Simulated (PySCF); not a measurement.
## Computed properties of H₄N₂Zn, SMILES [NH2][Zn][NH2]

H4N2Zn, SMILES [NH2][Zn][NH2]. Geometry: TPSSh-D3(BJ)/def2-TZVP. Other conformers were not sampled. All values are computed for the isolated molecule unless a solvent is named; none is compared with measurement here.

**Structure.** The optimised structure has C2 symmetry. All 15 harmonic modes at TPSSh-D3(BJ)/def2-TZVP (PySCF) are real, so it is a minimum. With heavy atoms numbered as in [Zn:1]([NH2:2])[NH2:5], the shortest bond between them is Zn1–N2 at 1.818 Å and the longest Zn1–N5 at 1.818 Å.

**Vibrations.** The strongest infrared lines (harmonic, unscaled, degenerate partners summed) lie at 424 cm⁻¹ (173 km/mol, H 78 %, N 22 %), 416 cm⁻¹ (90 km/mol, H 69 %, N 31 %), 724 cm⁻¹ (70 km/mol, N 55 %, Zn 33 %, H 12 %). The softest mode is at 160 cm⁻¹ and the zero-point energy is 30.8 kcal/mol.

**Electronic structure.** M06-2X/def2-TZVPD (PySCF) places the frontier levels at -8.24 and -0.06 eV, a gap of 8.18 eV, and gives a dipole moment of 1.37 D and a mean polarisability of 42.4 bohr³.

**Excitations.** TDDFT-CAM-B3LYP/def2-SVPD (PySCF) has S1 at 5.31 eV (233 nm, f = 0.075, bright); the most intense of the 10 singlets computed lies at 8.23 eV (f = 0.25). T1 (TDA) is at 4.76 eV. No vertical singlet excitation falls in the visible range (under 3.1 eV).

**NMR.** GIAO shifts at B3LYP/pcSseg-1 (PySCF) (non-relativistic, atoms alike by connectivity averaged): ¹H at -0.6 ppm against TMS.
